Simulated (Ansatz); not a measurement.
Geometry optimisation, RKS PBE0/def2-SVP in Ansatz 0.2.0.

The input (input.yaml):

```yaml
crystal:
  periodic: [false, false, false]
  atoms:
    - { symbol: C, position_ang: [-1.25065, -0.131, -0.1109] }
    - { symbol: "N", position_ang: [-0.59489, 0.23638, 0.936] }
    - { symbol: Si, position_ang: [1.00838, 0.15857, 0.26474] }
    - { symbol: S, position_ang: [-0.27973, -0.47168, -1.48992] }
    - { symbol: H, position_ang: [-0.96941, -0.86596, -2.61832] }
    - { symbol: H, position_ang: [1.6283, 1.41303, -0.09879] }
    - { symbol: H, position_ang: [1.81414, -0.9843, 0.63234] }
basis:
  gaussian: { orbitals: def2-SVP }
hamiltonian:
  xc: pbe0
relax:
  f_tol: 0.02
  max_steps: 50
```

Command:

```bash
$ ansatz run input.yaml --threads 1 --pin off --max-ram 2048MiB --backend cpu --events-out ev --progress --plain --runs-dir out
```

**Question.** Where does it end, and by what steps?

**Answer.** It converged. After 15 steps the energy has fallen by 4.936 eV; C1 moved furthest, 1.95 Å. Parted: C1–Si3, C1–S4.

```csv
step,energy less start (eV),largest force component (eV/Å),accepted
0,0.0000,4.694,yes
1,-0.4063,2.826,yes
2,-0.8239,2.982,yes
3,-1.2325,3.900,yes
4,-1.9292,4.131,yes
5,-2.8216,2.865,yes
6,-3.5949,1.476,yes
7,-4.0252,3.226,yes
8,-4.3197,2.288,yes
9,-4.5792,1.018,yes
10,-4.7310,1.461,yes
11,-4.8360,0.698,yes
12,-4.9162,0.690,yes
13,-4.9346,0.167,yes
14,-4.9356,0.104,yes
15,-4.9360,0.013,yes
```

```xyz
7
Properties=species:S:1:pos:R:3
C -1.533 0.412 1.736
N -0.689 0.231 0.932
Si 0.569 -0.035 -0.253
S -0.459 -0.613 -2.032
H 0.687 -0.775 -2.733
H 1.319 1.239 -0.403
H 1.461 -1.104 0.268
```

Whether the end is a true minimum wasn't checked by a vibrational analysis.

The run took 34 s on 1 thread of Intel(R) Xeon(R) 6975P-C (Granite Rapids) (shared host), peak memory 0.16 GiB.
